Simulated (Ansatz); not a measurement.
One change: `N=C(N)BF` becomes `N=C(N)BCl`.

Ansatz, PBE0-D4/def2-TZVP geometries, multiplicity 1. Each molecule was computed in one conformer, which needn't be the lowest.

```csv
property,`N=C(N)BF`
HOMO energy (B3LYP/def2-TZVPP) / eV,-6.93
HOMO–LUMO gap (B3LYP/def2-TZVPP) / eV,4.87
size of the dipole moment (ωB97M-V/def2-TZVPP) / D,1.70
HOMO–LUMO gap (PBE/def2-TZVPP) / eV,3.15
HOMO energy (ωB97M-V/def2-TZVPP) / eV,-9.40
HOMO–LUMO gap (ωB97M-V/def2-TZVPP) / eV,9.66
```

(1) Give the same properties after the change, and the shifts. (Estimate.)

Results:

(1) Ansatz gave: 
| property | `N=C(N)BCl` | shift |
| --- | --- | --- |
| HOMO energy (B3LYP/def2-TZVPP) / eV | -6.89 | 0.04 |
| HOMO–LUMO gap (B3LYP/def2-TZVPP) / eV | 4.33 | -0.54 |
| size of the dipole moment (ωB97M-V/def2-TZVPP) / D | 2.54 | 0.84 |
| HOMO–LUMO gap (PBE/def2-TZVPP) / eV | 2.62 | -0.53 |
| HOMO energy (ωB97M-V/def2-TZVPP) / eV | -9.37 | 0.03 |
| HOMO–LUMO gap (ωB97M-V/def2-TZVPP) / eV | 9.05 | -0.61 |

Dipoles are sizes alone; their direction can turn.

B3LYP here is the variant with VWN-RPA as its local correlation; programs differ in this.
